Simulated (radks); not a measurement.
The krypton ion Kr4+ is in [Ar] 3d10 4s2 4p2. Method: scalar-relativistic Kohn-Sham, LDA (Slater exchange, Perdew-Wang correlation), spin-polarised, spherical densities, finite nucleus; Fermi nuclear charge, rms radius of each element as measured or else 0.836 A^(1/3) + 0.57 fm; computed with a radial shooting solver on a logarithmic mesh with Libxc functionals. Open shells are filled with parallel spins first. One electron is removed from 4p, 3p, 3d, 4s in turn, with full relaxation. Which removal costs least, and what does each cost?

Answer. 4p 64.429 eV; 4s 78.709 eV; 3d 153.43 eV; 3p 266.86 eV. The 4p electron leaves first.
